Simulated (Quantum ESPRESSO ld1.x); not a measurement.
Q: Pr, 59 electrons, occupied as [Xe] 4f3 6s2. All-electron calculation, non-relativistic Kohn-Sham, LDA (Slater exchange, Hedin-Lundqvist correlation), spin-unpolarised, spherical densities, point nucleus; relativity is left out, which matters for an element this heavy. Program: ld1.x of Quantum ESPRESSO 7.5. Some entries of the table are withheld. Estimate them.

orbital,occ.,eigenvalue (eV),r(max) (bohr),<r> (bohr)
1s,2,-39655.9,0.01707,0.02575
2s,2,-6188.45,0.09383,0.1101
2p,6,-5861.68,0.07312,0.09354
3s,2,-1331.27,0.2638,0.2878
3p,6,-1188.88,0.2506,0.2775
3d,10,-922.788,0.2014,0.2483
4s,2,-260.627,0.6084,(1)
4p,6,-207.176,0.6176,0.6743
4d,10,-113.060,0.6350,0.7262
5s,2,(2),1.422,(3)
5p,6,-21.2384,1.564,1.803
4f,3,-4.2604,0.6736,1.088
6s,2,-3.4748,3.991,(4)

A: 
(1) 4s <r> (bohr): 0.6549
(2) 5s eigenvalue (eV): -35.3302
(3) 5s <r> (bohr): 1.589
(4) 6s <r> (bohr): 4.650
